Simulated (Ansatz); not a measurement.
CH12Si5, SMILES [SiH3][Si]1([SiH3])[SiH2]C[SiH2]1.

The structure is a stationary point at B3LYP-D3(BJ)/def2-SVP. The structure was generated by enumeration, and PubChem lists no compound with its InChIKey, so it may never have been made.

Two levels are set side by side: PBE/def2-SVPD (Ansatz, a first-principles code) and CAM-B3LYP/def2-SVPD (Ansatz). Energy differences of separate SCF runs at the same geometry; the states with an electron removed or added have multiplicity 2 and 2. Differences are taken from unrounded values.

```json
[
 {"quantity": "vertical ionisation energy (eV)", "CAM-B3LYP": "8.90"},
 {"quantity": "vertical singlet–triplet gap (eV)", "CAM-B3LYP": "5.19"}
]
```

### Question
What does PBE give, and how far is it from CAM-B3LYP? (Estimate from the structure and the level; the computed values follow.)

### Answer

```json
[
 {"quantity": "vertical ionisation energy (eV)", "PBE": "8.62", "PBE minus CAM-B3LYP": "-0.28"},
 {"quantity": "vertical singlet–triplet gap (eV)", "PBE": "4.69", "PBE minus CAM-B3LYP": "-0.50"}
]
```
